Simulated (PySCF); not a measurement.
C3H4BNO2, SMILES B(C=O)(O)CC#N. Heavy atoms are numbered as in [N:1]#[C:2][CH2:3][B:4]([OH:5])[CH:6]=[O:7]. Hydrogens are named by the atom that carries them.

Geometry optimised at B3LYP-D3(BJ)/def2-SVP. This is a generated structure with no PubChem entry under its InChIKey; it may be hypothetical. The values are those of a single conformer.

All values below come from PBE0/pcSseg-1 (PySCF).

GIAO shieldings, no solvent; atoms alike by connectivity are averaged. δ = σ(ref) − σ: ¹⁵N against NH3 (σ = 267.4 ppm); ¹³C against TMS (σ = 186.3 ppm); ¹¹B against BF3 (σ = 88.8 ppm); ¹⁷O against H2O (σ = 334.2 ppm); ¹H against TMS (σ = 31.56 ppm), references at their B3LYP-D3(BJ)/def2-TZVP geometries, non-relativistic.

```json
[
 {"nucleus": "¹⁵N", "atoms": "N1", "count": "1", "δ (ppm)": "308.2"},
 {"nucleus": "¹³C", "atoms": "C6 (CH)", "count": "1", "δ (ppm)": "239.8"},
 {"nucleus": "¹³C", "atoms": "C2", "count": "1", "δ (ppm)": "124.5"},
 {"nucleus": "¹³C", "atoms": "C3 (CH2)", "count": "1", "δ (ppm)": "8.2"},
 {"nucleus": "¹¹B", "atoms": "B4", "count": "1", "δ (ppm)": "17.5"},
 {"nucleus": "¹⁷O", "atoms": "O7", "count": "1", "δ (ppm)": "888.9"},
 {"nucleus": "¹⁷O", "atoms": "O5 (OH)", "count": "1", "δ (ppm)": "185.1"},
 {"nucleus": "¹H", "atoms": "H on C6", "count": "1", "δ (ppm)": "11.70"},
 {"nucleus": "¹H", "atoms": "H on O5", "count": "1", "δ (ppm)": "7.95"},
 {"nucleus": "¹H", "atoms": "H on C3", "count": "2", "δ (ppm)": "2.46"}
]
```
